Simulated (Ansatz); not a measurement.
Harmonic frequencies (cm⁻¹) at PBE0-D4/def2-TZVP from Ansatz: 109, 344, 396, 499, 519, 532, 597, 702, 825, 1123, 1716, 3541.

Each molecule was computed in one conformer, which needn't be the lowest.

Task: Which molecule is it?
A. `OC=C(F)F`
B. `N=c1sss1`
C. `FC1=[CH][InH][S]1`
D. `[SiH3]C(Cl)Cl`

Result: B.
